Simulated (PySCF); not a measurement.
Species: CH₆NOPSi.
Atom-mapped SMILES: `[CH2:1]=[N:2][Si@@H:3]([OH:4])[PH2:5]` (hydrogens: H6, H7 on C1; H8 on Si3; H9 on O4; H10, H11 on P5)

Level of theory: PBE0-D3(BJ)/def2-SVP geometry optimisation, gas phase (PySCF).

Task: Give the optimised bond lengths and angles.

Result: 
```csv
bond,length (pm)
C1=N2,126.2
N2–Si3,175.2
Si3–O4,165.8
Si3–P5,226.1
C1–H6,110.7
C1–H7,111.2
Si3–H8,149.4
O4–H9,96.2
"P5–H10, P5–H11",143.0
```

Bonds in one row agree within 1 pm and their mean is given. A selection of angles:
```csv
angle,degrees
N2–C1–H6,120.6
N2–C1–H7,124.5
H6–C1–H7,114.8
C1–N2–Si3,126.2
N2–Si3–O4,107.8
N2–Si3–P5,108.2
N2–Si3–H8,113.7
O4–Si3–P5,112.2
O4–Si3–H8,106.2
P5–Si3–H8,108.8
Si3–O4–H9,115.8
Si3–P5–H10,92.8
Si3–P5–H11,91.5
H10–P5–H11,93.3
```

Torsions: C1–N2–Si3–O4 129° (anticlinal); H9–O4–Si3–N2 43° (synclinal).

O4 (silanol oxygen) is bent (angle 115.8°). Si3 (oxygen-bound silicon) is distorted tetrahedral (angles from 106.2° to 113.7°). P5 (three-coordinate phosphorus) is pyramidal (angles 93.3°, 92.8° and 91.5°, sum 277.6°, 0.88 Å off the plane of its three neighbours).

Point group: C1 (no symmetry element, even within 0.4 Å). Whether it is a minimum is left open (no frequencies). The numbers are those of one conformer (C1–N2–Si3–O4 129°, N2–Si3–O4–H 43°, N2–Si3–P5–H -32° and 62°).

On one thread of an Arm Neoverse N1, shared host, this took 2.8 min of wall time and 0.46 GiB of memory at its peak. This is the geometry optimisation.
